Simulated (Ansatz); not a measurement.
The same path of GeH₂O (4 atoms, charge 0, multiplicity 1) was run 3 times with different band settings. The coordinate that changes most is the dihedral H3–O1–Ge2–H4.

The calculation used RKS PBE/def2-SVP in Ansatz 0.2.0.

Relaxed end points:

```xyz
4
Properties=species:S:1:pos:R:3
O -0.139 -0.675 0.532
Ge 0.516 0.565 -0.623
H 0.562 -1.328 0.726
H -0.883 1.377 -0.655
```

```xyz
4
Properties=species:S:1:pos:R:3
O 0.618 -0.821 0.338
Ge 0.616 0.650 -0.724
H -0.241 -0.962 0.780
H -0.937 1.073 -0.414
```

Common settings: spring 5.0 eV/Å²; start path through a guess of the saddle point; force threshold 0.03 eV/Å; iteration limit 60; end points relaxed.

| run | movable images | climbing image | optimiser |
| --- | --- | --- | --- |
| 1 | 5 | yes | quadratic models (default) |
| 2 | 8 | no | quadratic models (default) |
| 3 | 5 | yes | lbfgs |

**Question.** What does each run give, and how far can it be trusted?

**Answer.** Run 1: converged after 20 iterations, highest image 0.507 eV above the first end. A vibrational analysis at the climbing image gives one clearly imaginary mode, 773i cm⁻¹: a first-order saddle point.
Run 2: converged after 9 iterations, highest image 0.503 eV above the first end. No image climbed, so the highest image needn't sit at the top of the path.
Run 3: converged after 37 iterations, highest image 0.507 eV above the first end. Another band between the same ends (5 images) ends at a top of the same energy, where a vibrational analysis finds 1 clearly imaginary mode.
